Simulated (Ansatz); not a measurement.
Reaction (ligand exchange at a Zn–F bond): `[BH2][Zn][F]` + NH₃ → `[BH2][Zn][NH2]` + H–F

Isolated molecules relaxed with PBE0-D4/def2-TZVP in Ansatz; ΔE leaves out vibrations. CCSD(T)/CBS is the MP2 limit (def2-TZVPP, def2-QZVPP) plus CCSD(T) − MP2 in def2-TZVPP, frozen cores. This one scheme is used for every species. Functionals use def2-TZVPP. For Zn outer-core shells are correlated without core-valence functions, which leaves a few kJ/mol of doubt a bond. Scalar relativity is left out up to krypton. Each species was taken in one conformer, which may not be the lowest.

| species | revPBE-D4 energy (Eh) |
| --- | --- |
| `[BH2][Zn][F]` | -1905.17843 |
| NH₃ | -56.56949 |
| `[BH2][Zn][NH2]` | -1861.26277 |
| H–F | -100.45779 |

Question: Work out ΔE.

Answer: ΔE = (-1861.26277) + (-100.45779) − (-1905.17843) − (-56.56949) = 0.02736 Eh = +0.74 eV. CCSD(T)/CBS gives +0.75 eV.

Largest T1 diagnostic among the species: 0.016.

Leaving LDA and LC-ωPBE aside and taking each functional with its dispersion term where it has one, the values, not all of them listed here, spread over 0.15 eV, from PBE-QIDH to B97M-V. LDA lies −0.15 eV from PBE without D4. In def2-TZVPP, CCSD(T) changes the Hartree–Fock value by −0.24 eV (the triples alone add −0.03 eV) and MP2 by −0.29 eV.
